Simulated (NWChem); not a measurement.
Species: CdNH2I; SMILES [I][Cd][NH2]

```xyz
5

Cd     0.0008     1.0773    -0.0157
I     -0.0003    -1.5158     0.0085
N     -0.0032     3.0863     0.1320
H     -0.8167     3.5105    -0.3138
H      0.8130     3.5134    -0.3057
```
Atoms are numbered in this order, from 1.

Structure relaxed at the PBE0/def2-SVP level. def2 effective core potentials on Cd, I; no spin-orbit coupling.

Problem. List the 4 lowest vertical singlet excitations from BHandHLYP/def2-SVP with def2 effective core potentials on Cd, I, TDA (NWChem).

Solution. 
| state | energy (eV) | oscillator strength | leading excitation (squared amplitude) |
|---|---|---|---|
| S1 | 4.77 | 0.050 | HOMO → LUMO (0.87) |
| S2 | 5.16 | 0.025 | HOMO−1 → LUMO (0.96) |
| S3 | 5.28 | 0.064 | HOMO−2 → LUMO (0.87) |
| S4 | 5.70 | 0.007 | HOMO → LUMO+1 (0.92) |
